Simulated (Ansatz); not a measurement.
Input file:

```yaml
crystal:
  periodic: [false, false, false]
  atoms:
    - { symbol: Si, position_ang: [0.0, 0.0, 0.0] }
    - { symbol: "N", position_ang: [0.0, 0.0, 1.82] }
    - { symbol: H, position_ang: [-0.877, -0.2713, 2.35] }
    - { symbol: H, position_ang: [0.877, 0.2713, 2.35] }
    - { symbol: O, position_ang: [1.5842, 0.0, -0.5594] }
    - { symbol: H, position_ang: [1.9006, -0.9521, -0.6761] }
    - { symbol: O, position_ang: [-0.7913, 1.3709, -0.5594] }
    - { symbol: C, position_ang: [-2.1512, 1.4177, -0.9653] }
    - { symbol: H, position_ang: [-2.7687, 0.8215, -0.2614] }
    - { symbol: H, position_ang: [-2.5023, 2.4707, -0.9639] }
    - { symbol: H, position_ang: [-2.2473, 0.9975, -1.9882] }
    - { symbol: "N", position_ang: [-0.8572, -1.4851, -0.6061] }
    - { symbol: C, position_ang: [-1.5991, -2.3398, 0.332] }
    - { symbol: H, position_ang: [-1.2218, -2.1735, 1.3626] }
    - { symbol: H, position_ang: [-2.6791, -2.0872, 0.2887] }
    - { symbol: H, position_ang: [-1.4574, -3.4051, 0.0541] }
    - { symbol: C, position_ang: [-0.8082, -1.8308, -2.034] }
    - { symbol: H, position_ang: [-1.6103, -1.2865, -2.5747] }
    - { symbol: H, position_ang: [0.1794, -1.5432, -2.4511] }
    - { symbol: H, position_ang: [-0.9565, -2.9241, -2.1559] }
basis:
  gaussian: { orbitals: STO-3G }
hamiltonian:
  xc: b3lyp
  dispersion: d4
relax:
  f_tol: 0.02
  max_steps: 40
```

Run as:

```bash
$ ansatz run input.yaml --threads 1 --pin off --max-ram 2048MiB --backend cpu --events-out ev --progress --plain --runs-dir out
```

Hardware: 1 thread of AMD EPYC (Zen 3), on a shared host.

Task: Roughly how long does this run take, and how much memory?

Result: 9.1 min, with a peak of 0.18 GiB, for 36 ionic steps.
